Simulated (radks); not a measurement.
Effect of the nuclear size on neutral gallium, [Ar] 3d10 4s2 4p1. Calculated with a radial shooting solver on a logarithmic mesh with Libxc functionals: Dirac Kohn-Sham, relativistic LDA (MacDonald-Vosko exchange, VWN5 correlation), spin-unpolarised, spherical densities, finite nucleus; open shells are shared between the two j in proportion to 2j + 1; Fermi nuclear charge, rms radius 3.9973 fm. The rms radius is varied about that value; shifts are against it.

rms radius (fm)  total energy shift (eV)  density at nucleus (e/bohr^3)  1s1/2 shift (meV)  2s1/2 shift (meV)  3p1/2 shift (meV)
3.4777                           -0.0680                       2.82e+04              -28.8              -2.78              0.041
3.6775                           -0.0429                      2.811e+04              -18.2              -1.75              0.026
3.9973                                 0                      2.797e+04              0.000              0.000              0.000
4.1812                            0.0262                       2.79e+04               11.1               1.07             -0.016
4.7968                             0.122                      2.767e+04               51.6               4.98             -0.074

Slopes of the eigenvalues against <r^2> in GHz/fm^2, as finite differences over the two radii next to the reference (eigenvalue slopes, not the field-shift constants of lines): 1s1/2 1790, 2s1/2 172, 3p1/2 -2.56.
